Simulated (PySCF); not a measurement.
CuH4OP, SMILES [OH][Cu]<-[PH3], multiplicity 1. Heavy atoms are numbered as in [Cu:1]([OH:2])<-[PH3:4]. Hydrogens are named by the atom that carries them.

Geometry optimised at PBE0-D3(BJ)/def2-SVP. The spin state was assumed, not searched. The structure was generated by enumeration; whether it is a known compound was not checked. One conformer was computed; it need not be the lowest.

Calculation: PBE/pcSseg-1 (PySCF).

GIAO shieldings, no solvent; atoms alike by connectivity are averaged. δ = σ(ref) − σ: ¹⁷O against H2O (σ = 334.3 ppm); ¹H against TMS (σ = 31.49 ppm); ³¹P against PH3 (σ = 576.8 ppm), references at their B3LYP-D3(BJ)/def2-TZVP geometries, non-relativistic.

```tsv
atoms	nucleus	count	δ (ppm)
O2 (OH)	¹⁷O	1	(withheld)
H on P4	¹H	3	4.03
H on O2	¹H	1	(withheld)
P4 (PH3)	³¹P	1	50.3
```

**Question.** Some entries are withheld; supply them. (The exact figures need the calculation; the answer reports its results.)

**Answer.** 
- O2 (OH), δ (ppm): 47.4
- H on O2, δ (ppm): 1.44
